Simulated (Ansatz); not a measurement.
`F[SiH](Cl)[S][GeH3]`: the same geometry under several functionals.

```yaml
crystal:
  periodic: [false, false, false]
  atoms:
    - {symbol: F, position_ang: [2.860749, -1.037817, -0.605833]}
    - {symbol: Si, position_ang: [1.523797, -0.505121, 0.061805]}
    - {symbol: Cl, position_ang: [1.861292, 1.401429, 0.715583]}
    - {symbol: S, position_ang: [0.027628, -0.591499, -1.407862]}
    - {symbol: Ge, position_ang: [-1.593981, 0.365360, -0.191890]}
    - {symbol: H, position_ang: [1.230730, -1.326311, 1.249652]}
    - {symbol: H, position_ang: [-1.386484, -0.012036, 1.281861]}
    - {symbol: H, position_ang: [-2.897722, -0.224259, -0.738192]}
    - {symbol: H, position_ang: [-1.537307, 1.883955, -0.382224]}
basis:
  gaussian: {orbitals: def2-TZVPP}
hamiltonian: {xc: {name: LC-wPBE}}
output: {orbitals: {seedname: orbitals}}
```

```sh
$ ansatz run in.yaml --threads 4 --pin off --events-out ev --progress --plain --max-ram 10444MiB
```

It prints (some lines left out):

```
Functional definition: LC-wPBE
1616 factors; their error is unknown
438 factors; integrals over basis functions are off by at most 2.2e-5 eV
mean field evaluation 1: about -90522.4087 eV, gradient 4.1e1 eV
mean field evaluation 2: about -90522.5597 eV, gradient 4.7e1 eV
mean field evaluation 4: about -90525.0063 eV, gradient 2.0e0 eV
mean field evaluation 8: about -90525.0155 eV, gradient 4.2e-2 eV
mean field evaluation 16: about -90524.9779 eV, gradient 4.2e-5 eV
mean field -90524.97788151 eV, -3326.7315771118 hartree, gradient 4.2e-5 eV, S^2 0.000000; 0 other end points of the search recorded, 0 dependent functions left out
reference -90524.97788152 eV, -3326.7315771121 hartree; 46, 46 occupied and 215, 215 virtual orbitals, 1616 factors
Total energy: -90524.97788152 eV, -3326.7315771121 hartree
```

It took 3.6 s on 4 threads of an Arm Neoverse V1 on a shared host, with 0.61 GiB of host memory at the peak.

Changing it to `hamiltonian: {xc: r2scan, dispersion: d4}` and forces (abridged; 7 s):

```
Functional definition: r2SCAN
mean field evaluation 16: about -90539.3010 eV, gradient 1.2e-4 eV
mean field -90539.30095714 eV, -3327.2579404326 hartree, gradient 3.4e-5 eV, S^2 0.000000
Total energy: -90539.37060750 eV, -3327.2605000362 hartree
Atom 0 force     0.043748    -0.021584    -0.026232 eV/Å
Atom 1 force    -0.038257    -0.041609     0.059766 eV/Å
Atom 2 force     0.021169     0.066671     0.030980 eV/Å
Atom 3 force    -0.026353    -0.019806    -0.045440 eV/Å
Atom 4 force    -0.050748     0.015064     0.031980 eV/Å
Atom 5 force     0.010229     0.012695    -0.025152 eV/Å
Atom 6 force    -0.015411     0.020302    -0.063089 eV/Å
Atom 7 force     0.058631     0.031023     0.027043 eV/Å
Atom 8 force    -0.003007    -0.062757     0.010145 eV/Å
Dipole moment:    -0.466022     0.038835     0.186881 e Å
```

With the line `hamiltonian: {xc: {name: BLYP}, dispersion: d4}` (abridged; 2.6 s):

```
Functional definition: BLYP
mean field evaluation 16: about -90543.5191 eV, gradient 1.6e-4 eV
mean field -90543.51906612 eV, -3327.4129530784 hartree, gradient 4.0e-5 eV, S^2 0.000000
Total energy: -90544.16664451 eV, -3327.4367511452 hartree
```

The same input with `hamiltonian: {xc: hse06, dispersion: d4}` (abridged; 6 s):

```
Functional definition: HSE06
mean field evaluation 16: about -90521.1737 eV, gradient 9.4e-5 eV
mean field -90521.17367952 eV, -3326.5917752670 hartree, gradient 3.8e-5 eV, S^2 0.000000
Total energy: -90521.42039100 eV, -3326.6008417468 hartree
```

With the line `hamiltonian: {xc: {name: PBE-QIDH}}` (abridged; 8 s):

```
Functional definition: PBE-QIDH
mean field evaluation 16: about -90495.7687 eV, gradient 1.2e-4 eV
mean field -90495.76865104 eV, -3325.6581576907 hartree, gradient 7.0e-6 eV, S^2 0.000000
25 core orbitals not correlated: weight in the atoms' cores, before any rotation towards them, 1.000 or more for the frozen orbitals, at most 0.000 for the correlated occupied ones
second order -30.42406153 eV of doubles, -0.00000000 eV of singles
Total energy: -90505.91001796 eV, -3326.0308460510 hartree
```

Changing it to `hamiltonian: {xc: {name: revPBE}, dispersion: d4}` (abridged; 2.5 s):

```
Functional definition: revPBE
mean field evaluation 16: about -90531.3312 eV, gradient 5.7e-5 eV
mean field -90531.33120186 eV, -3326.9650573282 hartree, gradient 5.7e-5 eV, S^2 0.000000
Total energy: -90532.08836189 eV, -3326.9928824460 hartree
```

HSE06 is the plane-wave form, built on full-range PBE exchange.
